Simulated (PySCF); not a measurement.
Cl2Cu, charge -1, multiplicity 1.

```xyz
3

Cu     0.0000     0.0000     0.0000
Cl     0.0000     0.0000    -2.1707
Cl     0.0000     0.0000     2.1707
```
Charge -1, spin multiplicity 1.

Geometry: ωB97X-D3(BJ)/def2-SVPD. The multiplicity is an assumed one; other spin states were not compared.

The numbers are results of PBE0/pcSseg-2 run with PySCF, not measurements. Non-relativistic, no solvent.

Q: Give the absolute GIAO shielding of each atom: isotropic value and principal components (ppm). (The exact figures need the calculation; the answer reports its results.)

A: 
```tsv
atom	σ(iso)	σ11	σ22	σ33	span
Cu1	1074.8	403.0	403.0	2418.4	2015.3
Cl2	1157.8	1156.0	1158.6	1158.6	2.7
Cl3	1157.8	1156.0	1158.6	1158.6	2.7
```
